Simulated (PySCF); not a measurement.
# Relaxation of quintet RuH₄

All numbers come from PySCF, UPBE0, basis Ru def2-TZVP with ECP28, H def2-TZVP (scalar-relativistic core potentials, no spin–orbit coupling, density fitting). A (50,194) grid was used.

A start displaced from a saddle point along its imaginary mode, of C2 symmetry, held to at least that symmetry:

```xyz
5
charge 0 multiplicity 5, angstrom
Ru    0.0162    0.0162    0.0000
H     1.5731   -0.4581    0.3968
H    -1.6168   -1.1319   -0.2280
H    -0.4580    1.5732   -0.3967
H    -1.1320   -1.6168    0.2278
```

Problem. What forces act on the atoms at the start (eV/Å)?

Solution. 
| atom | Fx | Fy | Fz |
| --- | --- | --- | --- |
| Ru1 | -0.11 | -0.11 | 0.00 |
| H2 | 0.00 | 0.00 | -0.02 |
| H3 | 0.54 | -0.43 | 0.38 |
| H4 | 0.00 | 0.00 | 0.02 |
| H5 | -0.43 | 0.54 | -0.38 |

Problem. What does it relax to?

Solution. It ends at C2v with H–H 0.804 Å, Ru–H 1.685 Å (×2), Ru–H 1.907 Å (×2); H–H–Ru 77.8° (×2), H–Ru–H 24.3°, H–Ru–H 115.6° (×4), H–Ru–H 127.5° (after a last refinement on a finer grid). A frequency run shows a minimum. Other isomers or separated fragments may lie lower.

Problem. How much energy is released, and in how many steps?

Solution. 6.4 kJ/mol in 24 steps.

Other spin states or occupations of the open shell can lie lower. At this level a singlet minimum of C4v symmetry lies 166 kJ/mol below this structure.

The relaxation took roughly 80 core-seconds on a shared host.
